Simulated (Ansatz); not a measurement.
`O[SiH](F)S[SiH2]Cl` + `O[SiH2]N[Si](O)(F)F` → `O[SiH](F)N[Si](O)(F)F` + `O[SiH2]S[SiH2]Cl`  (redistribution)

Isolated molecules relaxed with PBE0-D4/def2-TZVP in Ansatz; ΔE leaves out vibrations. CCSD(T)/CBS is the MP2 limit (def2-TZVPP, def2-QZVPP) plus CCSD(T) − MP2 in def2-TZVPP, frozen cores. DFT in def2-TZVPP. B3LYP here is the variant with VWN-RPA as its local correlation; programs differ in this. Each species was taken in one conformer, which may not be the lowest.

Is it downhill or uphill in electronic energy at CCSD(T)/CBS, and by how much? (Best estimate.)

Ansatz gave: Downhill: ΔE = -13.8 kJ/mol.

What do these levels give: r2SCAN-D4, B3LYP-D4, ωB97X-V, PBE0, B3LYP, HF/def2-TZVPP, SCS-MP2/def2-TZVPP, HF/def2-QZVPP, MP2/def2-QZVPP, SCS-MP2/def2-QZVPP, HF/CBS(def2), CCSD/CBS(def2)? (An estimate is asked.)

Ansatz gave: r2SCAN-D4 -14.4, B3LYP-D4 -12.1, ωB97X-V -12.5, PBE0 -14.1, B3LYP -12.8, HF/def2-TZVPP -14.2, SCS-MP2/def2-TZVPP -12.9, HF/def2-QZVPP -14.3, MP2/def2-QZVPP -13.4, SCS-MP2/def2-QZVPP -13.0, HF/CBS(def2) -14.3, CCSD/CBS(def2) -13.9 kJ/mol.

Largest T1 diagnostic among the species: 0.012.
